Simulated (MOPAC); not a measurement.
A run for MOPAC: AM1 on AlFH4N2 (SMILES [NH2][Al]([NH2])[F]), a point of a torsion scan.

```
AM1 1SCF PRECISE CHARGE=0 THREADS=1
AlFH4N2

N      1.54685661 1    -0.36955042 1     0.23724175 1
Al    -0.06533869 1     0.33008340 1    -0.02174132 1
N     -1.55308171 1    -0.24741304 1     0.74916887 1
F     -0.19547407 1     1.61747024 1    -1.05243575 1
H      1.84923907 1    -0.82058048 1     1.08681798 1
H      2.36008713 1    -0.05816382 1    -0.27737565 1
H     -2.46920457 1     0.14651939 1     0.58796709 1
H     -1.63031331 1    -1.05493746 1     1.34707554 1
```

The log:

```
*******************************************************************************
 **                                                                           **
 **                              MOPAC v23.2.5                                **
 **                                                                           **
 *******************************************************************************
 ** MOPAC's Digital Object Identifier: https://doi.org/10.5281/zenodo.6511958 **
 **                                                                           **
 ** Please cite the open-source release paper for use of this MOPAC version:  **
 ** J. E. Moussa and J. J. P. Stewart (2026)                                  **
 ** MOPAC: An open-source semiempirical molecular orbital program             **
 ** J. Open Source Softw., 11(119), 8025, https://doi.org/10.21105/joss.08025 **
 *******************************************************************************

                              AM1 CALCULATION RESULTS

 *******************************************************************************
 *  AM1        - The AM1 Hamiltonian to be used
 *
 *
 *
 *                 CHARGE ON SYSTEM = 0
 *
 *
 *
 *  PRECISE    - TIGHTER CRITERIA TO BE USED
 *  1SCF       - DO 1 SCF AND THEN STOP
 *  THREADS=1  - MULTI-THREADING NOT USED
 *  T=         - A TIME OF 172800.0 SECONDS REQUESTED
 *  DUMP=N     - RESTART FILE WRITTEN EVERY 7200.0 SECONDS REQUESTED
 *******************************************************************************
AM1 1SCF PRECISE CHARGE=0 THREADS=1
 AlFH4N2

   ATOM   CHEMICAL          X               Y               Z
  NUMBER   SYMBOL      (ANGSTROMS)     (ANGSTROMS)     (ANGSTROMS)

     1       N          1.54685661  *  -0.36955042  *   0.23724175  *
     2      Al         -0.06533869  *   0.33008340  *  -0.02174132  *
     3       N         -1.55308171  *  -0.24741304  *   0.74916887  *
     4       F         -0.19547407  *   1.61747024  *  -1.05243575  *
     5       H          1.84923907  *  -0.82058048  *   1.08681798  *
     6       H          2.36008713  *  -0.05816382  *  -0.27737565  *
     7       H         -2.46920457  *   0.14651939  *   0.58796709  *
     8       H         -1.63031331  *  -1.05493746  *   1.34707554  *



          CARTESIAN COORDINATES

    NO.       ATOM           X           Y           Z

     1         N          1.5469     -0.3696      0.2372
     2        Al         -0.0653      0.3301     -0.0217
     3         N         -1.5531     -0.2474      0.7492
     4         F         -0.1955      1.6175     -1.0524
     5         H          1.8492     -0.8206      1.0868
     6         H          2.3601     -0.0582     -0.2774
     7         H         -2.4692      0.1465      0.5880
     8         H         -1.6303     -1.0549      1.3471

  H: (AM1): M.J.S. DEWAR ET AL, J. AM. CHEM. SOC. 107 3902-3909 (1985)
  N: (AM1): M.J.S. DEWAR ET AL, J. AM. CHEM. SOC. 107 3902-3909 (1985)
  F: (AM1): M.J.S. DEWAR AND E. G. ZOEBISCH, THEOCHEM, 180, 1 (1988).
 Al: (AM1): M. J. S. Dewar, A. J. Holder, Organometallics, 9, 508-511 (1990).

           Empirical Formula: H4 N2 Al F  =     8 atoms



      MOLECULAR POINT GROUP   :   C1


      RHF CALCULATION, NO. OF DOUBLY OCCUPIED LEVELS = 12


 -------------------------------------------------------------------------------
 AM1 1SCF PRECISE CHARGE=0 THREADS=1
 AlFH4N2



     1SCF WAS SPECIFIED, SO BFGS WAS NOT USED
     SCF FIELD WAS ACHIEVED


                              AM1 CALCULATION
                                                       MOPAC v23.2.5 Linux




          FINAL HEAT OF FORMATION =       -134.91821 KCAL/MOL =    -564.49780 KJ/MOL


          COSMO AREA              =        106.26 SQUARE ANGSTROMS
          COSMO VOLUME            =         90.76 CUBIC ANGSTROMS

          IONIZATION POTENTIAL    =          9.459483 EV
          HOMO LUMO ENERGIES (EV) =         -9.459  0.941
          NO. OF FILLED LEVELS    =         12
          MOLECULAR WEIGHT        =         78.0249         POINT GROUP:  C1

          MOLECULAR DIMENSIONS (Angstroms)

            Atom       Atom       Distance
            H     7    H     6     4.91048
            H     8    F     4     3.46279
            H     8    H     5     0.51429


          SCF CALCULATIONS        =          1





   ATOM   CHEMICAL          X               Y               Z
  NUMBER   SYMBOL      (ANGSTROMS)     (ANGSTROMS)     (ANGSTROMS)

     1       N          1.54685661  *  -0.36955042  *   0.23724175  *
     2      Al         -0.06533869  *   0.33008340  *  -0.02174132  *
     3       N         -1.55308171  *  -0.24741304  *   0.74916887  *
     4       F         -0.19547407  *   1.61747024  *  -1.05243575  *
     5       H          1.84923907  *  -0.82058048  *   1.08681798  *
     6       H          2.36008713  *  -0.05816382  *  -0.27737565  *
     7       H         -2.46920457  *   0.14651939  *   0.58796709  *
     8       H         -1.63031331  *  -1.05493746  *   1.34707554  *

                             CARTESIAN COORDINATES

   1    N        1.546856610    -0.369550420     0.237241750
   2   Al       -0.065338690     0.330083400    -0.021741320
   3    N       -1.553081710    -0.247413040     0.749168870
   4    F       -0.195474070     1.617470240    -1.052435750
   5    H        1.849239070    -0.820580480     1.086817980
   6    H        2.360087130    -0.058163820    -0.277375650
   7    H       -2.469204570     0.146519390     0.587967090
   8    H       -1.630313310    -1.054937460     1.347075540


           Empirical Formula: H4 N2 Al F  =     8 atoms



      MOLECULAR POINT GROUP   :   C1


                  EIGENVALUES
 -46.28751 -31.44844 -31.41458 -16.08740 -15.86418 -15.80363 -14.36597 -13.64245
 -13.40813 -12.54549 -10.42289  -9.45948   0.94110   1.09458   3.12917   3.65625
   5.59780   5.65782   6.44747   6.64215


              NET ATOMIC CHARGES AND DIPOLE CONTRIBUTIONS

  ATOM NO.   TYPE          CHARGE      No. of ELECS.   s-Pop       p-Pop
    1          N          -0.582413        5.5824     1.51076     4.07166
    2         Al           0.849556        2.1504     0.75905     1.39140
    3          N          -0.587226        5.5872     1.49925     4.08798
    4          F          -0.381162        7.3812     1.87969     5.50148
    5          H           0.172550        0.8274     0.82745
    6          H           0.173705        0.8263     0.82630
    7          H           0.179542        0.8205     0.82046
    8          H           0.175447        0.8246     0.82455
 DIPOLE           X         Y         Z       TOTAL
 POINT-CHG.     0.143    -1.374     1.373     1.948
 HYBRID         0.007     0.013     0.239     0.239
 SUM            0.150    -1.361     1.611     2.114


          ATOMIC ORBITAL ELECTRON POPULATIONS

     Atom    s        px        py        pz
    1  N   1.51076   1.15957   1.62320   1.28888
    2 Al   0.75905   0.54795   0.42664   0.41681
    3  N   1.49925   1.15553   1.36448   1.56797
    4  F   1.87969   1.94675   1.74520   1.80953
    5  H   0.82745
    6  H   0.82630
    7  H   0.82046
    8  H   0.82455

 **********************
 *                    *
 * JOB ENDED NORMALLY *
 *                    *
 **********************




 == MOPAC DONE ==
```

The run finished.

Cost: about 0.03 core-seconds (a rough figure).
